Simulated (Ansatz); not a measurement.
ScAlN₂⁺, relaxed as a doublet with UKS PBE0-D4/def2-TZVP in Ansatz, starting from the PBE0-D4/def2-TZVP geometry of the neutral singlet. Force threshold 0.02 eV/Å.

The relaxation made no stability test and no search for a lower SCF solution. No other spin state of charge 1 was run. The structure comes from a short search, and lower isomers may exist.

Start:

Cartesian coordinates in Å:
```
Al -0.903 -0.131 0.710
Sc 0.992 0.144 -0.780
N 0.226 1.207 0.603
N -0.314 -1.220 -0.533
```

```json
{"step": "1", "energy (eV)": "-30257.2383", "largest force component (eV/Å)": "3.229", "SCF passes": "88"}
{"step": "2", "energy (eV)": "-30257.6531", "largest force component (eV/Å)": "0.629", "SCF passes": "38"}
{"step": "3", "energy (eV)": "-30257.6679", "largest force component (eV/Å)": "0.425", "SCF passes": "33"}
{"step": "4", "energy (eV)": "-30257.6753", "largest force component (eV/Å)": "0.036", "SCF passes": "32"}
{"step": "5", "energy (eV)": "-30257.6753", "largest force component (eV/Å)": "0.007", "SCF passes": "22"}
```

Force components are those of the run's own axes.

End:

Cartesian coordinates in Å:
```
Al -0.9916 -0.1443 0.7794
Sc 1.0800 0.1572 -0.8490
N 0.2020 1.0990 0.5526
N -0.2903 -1.1119 -0.4830
```

By distances, no bond broke or formed. The bond that changes most is Al1–N4, from 1.75 to 1.74 Å (atoms count from 1).

No frequencies were taken in this run, so the end may be a saddle point.

Run time 13 s (4 threads of Arm Neoverse V2 on a shared host).
